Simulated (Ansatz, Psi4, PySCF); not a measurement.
Molecule: BeHCl (charge 0, singlet). SMILES: [Cl][BeH]
Geometry from a B3LYP-D3(BJ)/def2-TZVP (Ansatz, a first-principles code) optimisation:
```xyz
3

Be     0.0000     0.0000    -1.3353
H      0.0000     0.0000    -2.6579
Cl     0.0000     0.0000     0.4705
```
Charge 0, spin multiplicity 1.

Property: atomisation energy, in kcal/mol. Terms: 6-311+G** with 5d, 6d on Na to Ar in Ansatz; LANL2DZ with its own core potentials from Na on; non-relativistic; dispersion terms only where a functional's name holds one; valence correlation only; UHF or UKS for open shells; six Cartesian d functions in 6-31G* and its kin unless marked 5d; no spin-orbit coupling; atomisation electronic, to ground-state atoms. First-principles rows: single points at B3LYP-D3(BJ) geometries (Ansatz). The Hartree-Fock reference of Be atom is unstable towards a lower, spin-broken solution.

```
level                           program  atomisation energy (kcal/mol)
-----------------------  --------------  -----------------------------
HF/3-21G                         Ansatz                          149.0
HF/6-31G*                        Ansatz                          159.4
PBE/3-21G                        Ansatz                          186.8
PBE/LANL2DZ                      Ansatz                          180.7
PBE/6-311+G**                    Ansatz                          190.7
B3LYP/3-21G                      Ansatz                          185.2
B3LYP/6-31G*                     Ansatz                          191.2
B3LYP/cc-pVDZ                    Ansatz                          188.1
B3LYP/6-311+G**                  Ansatz                          190.8
wB97X-D/6-31G*                     Psi4                          190.5
MP2/3-21G                        Ansatz                          159.9
MP2/LANL2DZ                      Ansatz                          155.3
MP2/6-31G*                       Ansatz                          180.9
B3PW91/6-31G* (5d)                PySCF                          190.4
B3LYP-D3(BJ)/def2-TZVPD  Ansatz + dftd3                          190.4
PBE0/def2-TZVPD                  Ansatz                          188.0
M06-2X/def2-TZVPD                 PySCF                          189.5
```

No value to compare with is used here. The 14 habitual levels span 149.0 (HF/3-21G) to 191.2 kcal/mol (B3LYP/6-31G*); PBE0/def2-TZVPD gives 188.0.

The levels are drawn from those run, B3LYP/6-31G* more often than the rest, none by its result; runs whose electronic state is in doubt are left out.
